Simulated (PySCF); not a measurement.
## Calculated data, AlB$_{2}$H$_{4}$O, AlB$_{2}$H$_{5}$, AlB$_{2}$FH$_{4}$

All values are calculated (PySCF 2.14.0). Calculation on a computer-drawn molecule: the log of a Hartree-Fock and frozen-core CCSD(T) single point meant for a local Hartree-Fock minimum, with one planted fault or none, to be diagnosed. Offsets are logged minus clean, where the clean run is the same molecule without the fault. The reference is restricted for singlets and unrestricted otherwise, and also for a bond in bohr or an excited solution. Adding or removing an electron swaps singlet and doublet. The excited solution moves the top pair (singlet) or top alpha electron (doublet) to the lowest empty orbital. Highest occupied and lowest empty are orbital energies over both spins, largest force is the largest gradient component, triples share is (T) over the correlation energy, the T1 limit is 0.02 restricted and 0.045 unrestricted, electrons count all cores, a negative frequency is imaginary (commonest isotopes), and the dipole is about the centre of nuclear charge.

Common to all runs: meant multiplicity 1; meant basis cc-pV(D+d)Z; logged SCF converged yes; possible faults no fault, one electron removed, one electron added, multiplicity raised by two, geometry at a saddle point, SCF held on an excited solution, minimal basis STO-3G, one bond length entered in bohr, all coordinates scaled.

```json
{"entry": 1, "formula": "AlB2H4O", "logged_structure": {"atoms_angstrom": [["B", -1.1342, 1.1905, -3.3176], ["B", -0.39, 2.5361, -2.6482], ["Al", 0.5873, 2.3848, -0.7152], ["O", 1.3061, 2.2656, 0.7118], ["H", -2.2834, 0.9609, -3.0763], ["H", -0.508, 0.4447, -4.0129], ["H", -0.3075, 3.6382, -3.0973], ["H", 1.7326, 2.211, 1.5501]]}, "given": {"meant_charge": 1, "logged_electrons": 34, "logged_basis_functions": 85, "logged_spin_squared": 0.0, "logged_highest_occupied [eV]": -16.342, "logged_lowest_empty [eV]": -4.7516, "logged_largest_force [hartree/bohr]": 2.2503e-05, "logged_lowest_frequency [cm^-1]": 96.758, "logged_T1_diagnostic": 0.016932, "logged_D1_diagnostic": 0.040979, "logged_triples_share": 0.024092, "logged_CC_converged": "yes", "logged_dipole_magnitude [debye]": 1.2216, "logged_SCF_stable_within_its_kind": "yes", "logged_energy_HF [hartree]": -368.23427, "logged_energy_CCSD(T) [hartree]": -368.6687, "drawn_bonds_atom": [1, 2, 3, 1, 1, 2, 4], "drawn_bonds_other_atom": [2, 3, 4, 5, 6, 7, 8], "drawn_bonds_order": [1, 1, 1, 1, 1, 1, 1]}, "results": {"planted_fault": "no fault", "HF_energy_offset_from_clean_run [kcal/mol]": 0.0, "CCSD(T)_energy_offset_from_clean_run [kcal/mol]": 0.0}}
{"entry": 2, "formula": "AlB2H4O", "logged_structure": {"atoms_angstrom": [["B", -1.1342, 1.1905, -3.3176], ["B", -0.39, 2.5361, -2.6482], ["Al", 0.5873, 2.3848, -0.7152], ["O", 1.3061, 2.2656, 0.7118], ["H", -2.2834, 0.9609, -3.0763], ["H", -0.508, 0.4447, -4.0129], ["H", -0.3075, 3.6382, -3.0973], ["H", 1.7326, 2.211, 1.5501]]}, "given": {"meant_charge": 1, "logged_electrons": 34, "logged_basis_functions": 85, "logged_spin_squared": 2.038, "logged_highest_occupied [eV]": -12.881, "logged_lowest_empty [eV]": -7.392, "logged_largest_force [hartree/bohr]": 0.061213, "logged_T1_diagnostic": 0.023101, "logged_D1_diagnostic": 0.086994, "logged_triples_share": 0.026383, "logged_CC_converged": "yes", "logged_dipole_magnitude [debye]": 0.21918, "logged_SCF_stable_within_its_kind": "yes", "logged_energy_HF [hartree]": -368.11789, "logged_energy_CCSD(T) [hartree]": -368.54714, "drawn_bonds_atom": [1, 2, 3, 1, 1, 2, 4], "drawn_bonds_other_atom": [2, 3, 4, 5, 6, 7, 8], "drawn_bonds_order": [1, 1, 1, 1, 1, 1, 1]}, "results": {"planted_fault": "multiplicity raised by two", "HF_energy_offset_from_clean_run [kcal/mol]": 73.03, "CCSD(T)_energy_offset_from_clean_run [kcal/mol]": 76.28}}
{"entry": 3, "formula": "AlB2H4O", "logged_structure": {"atoms_angstrom": [["B", -1.1342, 1.1905, -3.3176], ["B", -0.39, 2.5361, -2.6482], ["Al", 0.5873, 2.3848, -0.7152], ["O", 1.3061, 2.2656, 0.7118], ["H", -2.2834, 0.9609, -3.0763], ["H", -0.508, 0.4447, -4.0129], ["H", -0.3075, 3.6382, -3.0973], ["H", 1.7326, 2.211, 1.5501]]}, "given": {"meant_charge": 1, "logged_electrons": 35, "logged_basis_functions": 85, "logged_spin_squared": 0.7611, "logged_highest_occupied [eV]": -6.0982, "logged_lowest_empty [eV]": 1.4378, "logged_largest_force [hartree/bohr]": 0.053826, "logged_T1_diagnostic": 0.017376, "logged_D1_diagnostic": 0.043574, "logged_triples_share": 0.027161, "logged_CC_converged": "yes", "logged_dipole_magnitude [debye]": 4.3373, "logged_SCF_stable_within_its_kind": "yes", "logged_energy_HF [hartree]": -368.43173, "logged_energy_CCSD(T) [hartree]": -368.88821, "drawn_bonds_atom": [1, 2, 3, 1, 1, 2, 4], "drawn_bonds_other_atom": [2, 3, 4, 5, 6, 7, 8], "drawn_bonds_order": [1, 1, 1, 1, 1, 1, 1]}, "results": {"planted_fault": "one electron added", "HF_energy_offset_from_clean_run [kcal/mol]": -123.9, "CCSD(T)_energy_offset_from_clean_run [kcal/mol]": -137.7}}
{"entry": 4, "formula": "AlB2H4O", "logged_structure": {"atoms_angstrom": [["B", -1.1013, 1.156, -3.2214], ["B", -0.3787, 2.4625, -2.5714], ["Al", 0.5703, 2.3156, -0.6944], ["O", 1.2682, 2.1999, 0.6912], ["H", -2.2172, 0.933, -2.9871], ["H", -0.4932, 0.4318, -3.8965], ["H", -0.2986, 3.5327, -3.0075], ["H", 1.6823, 2.1468, 1.5051]]}, "given": {"meant_charge": 1, "logged_electrons": 34, "logged_basis_functions": 85, "logged_spin_squared": 0.0, "logged_highest_occupied [eV]": -16.462, "logged_lowest_empty [eV]": -4.7591, "logged_largest_force [hartree/bohr]": 0.032437, "logged_T1_diagnostic": 0.016341, "logged_D1_diagnostic": 0.039703, "logged_triples_share": 0.023316, "logged_CC_converged": "yes", "logged_dipole_magnitude [debye]": 1.3914, "logged_SCF_stable_within_its_kind": "yes", "logged_energy_HF [hartree]": -368.2281, "logged_energy_CCSD(T) [hartree]": -368.65945, "drawn_bonds_atom": [1, 2, 3, 1, 1, 2, 4], "drawn_bonds_other_atom": [2, 3, 4, 5, 6, 7, 8], "drawn_bonds_order": [1, 1, 1, 1, 1, 1, 1]}, "results": {"planted_fault": "all coordinates scaled, by -2.9 %", "HF_energy_offset_from_clean_run [kcal/mol]": 3.876, "CCSD(T)_energy_offset_from_clean_run [kcal/mol]": 5.807}}
{"entry": 5, "formula": "AlB2H5", "logged_structure": {"atoms_angstrom": [["B", -0.9548, 0.4209, -1.3656], ["B", -1.6966, -0.1949, -0.0133], ["Al", -1.0611, 0.141, 2.0146], ["H", -0.0597, -0.1679, -1.9166], ["H", -1.258, 1.4964, -1.8162], ["H", -2.675, -0.8916, -0.1503], ["H", -1.6267, 1.3642, 2.8515], ["H", -0.0366, -0.8445, 2.7187]]}, "given": {"meant_charge": 0, "logged_electrons": 28, "logged_basis_functions": 76, "logged_spin_squared": 0.0, "logged_highest_occupied [eV]": -4.405, "logged_lowest_empty [eV]": -4.8684, "logged_largest_force [hartree/bohr]": 0.083661, "logged_CC_converged": "no", "logged_dipole_magnitude [debye]": 3.5323, "logged_SCF_stable_within_its_kind": "no", "logged_energy_HF [hartree]": -293.69385, "drawn_bonds_atom": [1, 2, 1, 1, 2, 3, 3], "drawn_bonds_other_atom": [2, 3, 4, 5, 6, 7, 8], "drawn_bonds_order": [1, 1, 1, 1, 1, 1, 1]}, "results": {"planted_fault": "SCF held on an excited solution", "HF_energy_offset_from_clean_run [kcal/mol]": 270.0}, "notes": ["CCSD not converged"]}
{"entry": 6, "formula": "AlB2FH4", "logged_structure": {"atoms_angstrom": [["B", 0.255, 1.7933, 0.8932], ["B", 0.4096, 0.1848, 1.2815], ["Al", 1.3728, -1.2828, 0.0514], ["F", 3.0055, -1.5054, 0.2627], ["H", -0.6848, 2.1982, 0.2582], ["H", 1.0959, 2.5974, 1.2017], ["H", -0.0523, -0.2154, 2.3226], ["H", 0.6936, -2.2006, -1.035]]}, "given": {"meant_charge": 0, "logged_electrons": 36, "logged_basis_functions": 85, "logged_spin_squared": 0.0, "logged_highest_occupied [eV]": -10.354, "logged_lowest_empty [eV]": 1.2542, "logged_largest_force [hartree/bohr]": 2.1667e-05, "logged_lowest_frequency [cm^-1]": 65.274, "logged_T1_diagnostic": 0.015567, "logged_D1_diagnostic": 0.037685, "logged_triples_share": 0.020374, "logged_CC_converged": "yes", "logged_dipole_magnitude [debye]": 1.8958, "logged_SCF_stable_within_its_kind": "yes", "logged_energy_HF [hartree]": -393.0747, "logged_energy_CCSD(T) [hartree]": -393.53712, "drawn_bonds_atom": [1, 2, 3, 1, 1, 2, 3], "drawn_bonds_other_atom": [2, 3, 4, 5, 6, 7, 8], "drawn_bonds_order": [1, 1, 1, 1, 1, 1, 1]}, "results": {"planted_fault": "no fault", "HF_energy_offset_from_clean_run [kcal/mol]": 0.0, "CCSD(T)_energy_offset_from_clean_run [kcal/mol]": 0.0}}
```
